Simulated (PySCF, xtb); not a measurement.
Sn(F)3(OH) (F3HOSn), SMILES [OH][Sn]([F])([F])[F]. Other conformers were not sampled.

Harmonic wavenumbers (cm⁻¹) from xtb with GFN2-xTB at its own minimum, in rising order: 77, 101, 106, 122, 129, 142, 313, 464, 477, 539, 865, 3505.

Problem. What does r2SCAN-D4/def2-SVP (PySCF) give at its own minimum? (The exact figures need the calculation; the answer reports its results.)

Solution. 23, 130, 150, 173, 175, 183, 624, 667, 676, 678, 886, 3802. Paired by order, the mean absolute difference is 120 cm⁻¹ and the zero-point energies are 9.8 and 11.7 kcal/mol.
